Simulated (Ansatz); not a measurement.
Ge12Mo: single points at one geometry.

```yaml
crystal:
  periodic: [false, false, false]
  atoms:
    - {symbol: Mo, position_ang: [0.000021, 0.000035, 0.000044]}
    - {symbol: Ge, position_ang: [1.663830, 2.370844, 0.064963]}
    - {symbol: Ge, position_ang: [-0.759090, -1.521856, 2.114081]}
    - {symbol: Ge, position_ang: [-1.664458, -2.370582, -0.062647]}
    - {symbol: Ge, position_ang: [-0.197104, -1.807608, -2.013818]}
    - {symbol: Ge, position_ang: [1.434369, -0.370934, 2.489121]}
    - {symbol: Ge, position_ang: [-2.688032, -0.054587, -0.364500]}
    - {symbol: Ge, position_ang: [0.195194, 1.806781, 2.015049]}
    - {symbol: Ge, position_ang: [0.760766, 1.522713, -2.112869]}
    - {symbol: Ge, position_ang: [2.038234, -0.677804, -1.943963]}
    - {symbol: Ge, position_ang: [-1.432446, 0.371743, -2.490210]}
    - {symbol: Ge, position_ang: [-2.039707, 0.676702, 1.942602]}
    - {symbol: Ge, position_ang: [2.688424, 0.054554, 0.362157]}
basis:
  gaussian: {orbitals: def2-SVP, fitting: {mean_field: def2-universal-jkfit}, initial_orbitals: start.molden}
hamiltonian: {xc: pbe0, dispersion: d4}
scf: {omitted_lower_state_checks: [starts]}
output: {orbitals: {seedname: orbitals}}
```

The file start.molden holds the orbitals of an earlier run on this structure, at another level or in another basis.

```sh
$ ansatz run in.yaml --threads 2 --pin off --events-out ev --progress --plain --max-ram 22528MiB --backend cuda --devices 0, --max-vram 18GiB
```

Output, abridged:

```
Functional definition: PBE0
3447 factors; integrals over basis functions are off by at most 2.1e-2 eV
mean field evaluation 1: about -679915.0248 eV, gradient 9.8e0 eV
mean field evaluation 2: about -679915.0973 eV, gradient 8.4e-2 eV
mean field evaluation 4: about -679915.0850 eV, gradient 5.2e-5 eV
mean field -679915.08495546 eV, -24986.4185091162 hartree, gradient 5.1e-5 eV, S^2 0.000000; 0 other end points of the search recorded, 0 dependent functions left out
reference -679915.08498883 eV, -24986.4185103423 hartree; 199, 199 occupied and 216, 216 virtual orbitals, 3447 factors
Total energy: -679916.52155114 eV, -24986.4713030336 hartree
Checks for a lower state left out: starts
```

Run time 4.6 s (2 threads of AMD EPYC 7R13 on a shared host and a share (18 GiB) of an NVIDIA H100 80GB HBM3), peak host memory 0.99 GiB.

First input, but with `gaussian: {orbitals: def2-SVP, initial_orbitals: start.molden}`, `correlation: {method: mp2}` and without the key `hamiltonian` (abridged; 9.6 s):

```
Functional definition: HF
mean field -679438.11204113 eV, -24968.8900778183 hartree, gradient 2.4e-6 eV, S^2 0.000000; unrestricted orbitals would lower it
108 core orbitals not correlated: weight in the atoms' cores, before any rotation towards them, 1.000 or more for the frozen orbitals, at most 0.000 for the correlated occupied ones
second order -92.69986757 eV of doubles, -0.00000000 eV of singles
Total energy: -679530.81190870 eV, -24972.2967351173 hartree
Checks for a lower state left out: starts
```

Geometry: PBE-D4/def2-SVP.

In the def2 sets Mo takes a core potential; there is no spin–orbit coupling. Correlated methods freeze 108 core orbitals; core or outer-core shells of Mo, Ge are correlated, in sets that lack core-valence functions. Single mean-field runs in def2-SVP are fitted with def2-universal-jkfit. The restricted singlet is unstable towards broken spin symmetry in Hartree–Fock (as tested in another run); at PBE0-D4/def2-SVP this wasn't settled. At MP2/def2-SVP the restricted singlet (for correlated methods, its reference) is unstable: a solution with broken spin symmetry lies lower. Another isomer (singlet) lies 0.08 eV lower at PBE0-D4/def2-TZVP; other spin states weren't run for this one.
